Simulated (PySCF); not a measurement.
C2H6GeN2, SMILES [NH2][Ge@H]1[CH]=N[CH2]1.

Coordinates come from a TPSSh-D3(BJ)/def2-SVP optimisation. The structure was generated by enumeration; whether it is a known compound was not checked. Other conformers were not sampled.

Two levels are set side by side: PBE/def2-TZVP (PySCF) and HF/def2-TZVP (PySCF). Same geometry, gas phase. Differences are taken from unrounded values.

```csv
quantity,PBE
orbital gap (eV),3.65
highest occupied level (eV),-5.46
lowest empty level (eV),-1.81
dipole moment (D),2.36
mean polarisability (bohr³),68.4
```

Task: These are the PBE values. What does HF give? (Estimate from the structure and the level; the computed values follow.)

Result: 
| quantity | HF | PBE minus HF |
|---|---|---|
| orbital gap (eV) | 12.79 | -9.14 |
| highest occupied level (eV) | -9.99 | 4.53 |
| lowest empty level (eV) | 2.81 | -4.62 |
| dipole moment (D) | 2.71 | -0.35 |
| mean polarisability (bohr³) | 61.6 | 6.8 |

PBE's occupied levels lie high since its potential decays too fast outside the molecule; exact exchange lowers them and widens the gap. Loosely held outer electrons make PBE densities more polarisable. Differences between two approximate levels are no errors against the true value.

Rough cost on one machine, each run with all the roots and properties that it gave: HF against PBE about 1/3.
